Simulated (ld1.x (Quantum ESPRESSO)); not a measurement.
Pseudopotential generation for rubidium (Rb): TM, LDA (PZ), scalar-relativistic.

ld1.x (Quantum ESPRESSO) 7.5 input, shortened:

```
&input
   title='Rb', zed=37., rel=1, dft='PZ', iswitch=3,
   config='[Kr] 4d-2 4f-2 5s1 5p0'
 /
 &inputp
   pseudotype=2, tm=.true., lloc=1,
   nlcc=.true., new_core_ps=.true., rcore=1.60
 /
4
5S  1  0   1.00   0.00  3.20  3.20  0.0
4D  3  2  -2.00  -0.15  3.35  3.35  0.0
4F  4  3  -2.00  -0.10  3.50  3.50  0.0
5P  2  1   0.00   0.00  3.30  3.30  0.0
 &test
   configts(1)='5s1 5p0'
 /
```

Estimate the cutoffs (Ry, on a coarse ladder) from which the occupation-weighted sum of valence levels, in a spherical-Bessel basis at the reference potential, stays within 10 and 1 mRy of its value at 400 Ry.

6 Ry and 8 Ry.

Does the potential have ghost states?

Ghost state, extra bound levels that the all-electron valence spectrum of the same l lacks: s at -67.5 eV. A true bound ghost makes a file unfit for plane-wave use.

Tests: 5s0.5 5p0; 5s0 5p1. Which has the largest error in its energy relative to the reference configuration, and how large is it?

5s0.5 5p0, with -3.3 meV (all-electron minus pseudo) on +1.66 eV.
